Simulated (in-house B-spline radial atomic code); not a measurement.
Successive ionisation energies of rhenium; each step leads to the configuration of the next row (after the last: bare). NIST's values go from ground level to ground level; the uncertainty of those that are theory runs from under 0.1 % in few-electron ions to several per cent in heavy many-electron ones. Computed with a B-spline radial code for spherical atoms: non-relativistic Hartree-Fock, average of the configuration, point nuclei.

This level leaves out relativity, spin-orbit splitting included, which matters for heavy ions.

| ion | configuration | ionisation energy (eV) | tabulated value (eV) | computed minus tabulated (eV) | highest orbital | largest mean radius (bohr) |
| --- | --- | --- | --- | --- | --- | --- |
| Re64+ | [Ne] 3s1 | 6811.8 | 7366 | -554 | 3s | 0.19542 |
| Re65+ | [He] 2s2 2p6 | 15911.6 | 16080 | -168 | 2p | 0.083669 |
| Re66+ | [He] 2s2 2p5 | 16243.6 | 16410 | -166 | 2p | 0.083327 |
| Re67+ | [He] 2s2 2p4 | 16578.4 | 16780 | -202 | 2p | 0.082988 |
| Re68+ | [He] 2s2 2p3 | 16916.0 | 17120 | -204 | 2p | 0.08265 |
| Re69+ | [He] 2s2 2p2 | 17256.4 | 19000 | -1744 | 2p | 0.082316 |
| Re70+ | [He] 2s2 2p1 | 17599.6 | 19420 | -1820 | 2p | 0.081983 |
| Re71+ | [He] 2s2 | 18026.5 | 19950 | -1923 | 2s | 0.081654 |
| Re72+ | [He] 2s1 | 18327.8 | 20297.4 | -1970 | 2s | 0.081349 |
| Re73+ | 1s2 | 75259.5 | 81556.58 | -6297 | 1s | 0.020101 |
| Re74+ | 1s1 | 76532.0 | 83162.41 | -6630 | 1s | 0.02 |

**Question.** Where is the largest jump?

**Answer.** From Re72+ to Re73+, by a factor of 4.11 (18328 to 75260 eV); the highest orbital goes from 2s to 1s.
